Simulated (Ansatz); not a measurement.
```yaml
crystal:
  periodic: [false, false, false]
  atoms:
    - {symbol: D, position_ang: [1.622098, 1.924179, 1.639139]}
    - {symbol: C, position_ang: [0.577610, 0.874826, 0.732728]}
    - {symbol: C, position_ang: [1.054627, -0.136760, -0.018231]}
    - {symbol: Ge, position_ang: [-0.461161, -1.079036, -0.879653]}
    - {symbol: Al, position_ang: [-1.352100, 0.750512, 0.475384]}
    - {symbol: H, position_ang: [2.118133, -0.359759, -0.104549]}
    - {symbol: H, position_ang: [-0.358498, -1.033534, -2.416698]}
    - {symbol: H, position_ang: [-0.520229, -2.560943, -0.460639]}
    - {symbol: H, position_ang: [-2.591880, 1.574217, 1.015420]}
basis:
  gaussian: {orbitals: aug-cc-pVTZ}
total_charge: 1
magnetization: {spin_polarized: true, initial_magnetization: 1}
hamiltonian: {xc: {name: PBE0-DH}}
output: {forces: true}
```

```sh
$ ansatz run in.yaml --threads 4 --pin off --events-out ev --progress --plain --max-ram 10444MiB
```

Shortened log:

```
Error: YAML parse error: error: line 4 column 16: `D` is not an element symbol (H … Og, case-exact)
 --> <input>:4:16
2 |   periodic: [false, false, false]
3 |   atoms:
4 |     - {symbol: D, position_ang: [1.622098, 1.924179, 1.639139]}
5 |     - {symbol: C, position_ang: [0.577610, 0.874826, 0.732728]}
6 |     - {symbol: C, position_ang: [1.054627, -0.136760, -0.018231]}
```

Task: Something in this input is off. What?

Result: An element symbol is wrong. The input was rejected before any iteration.
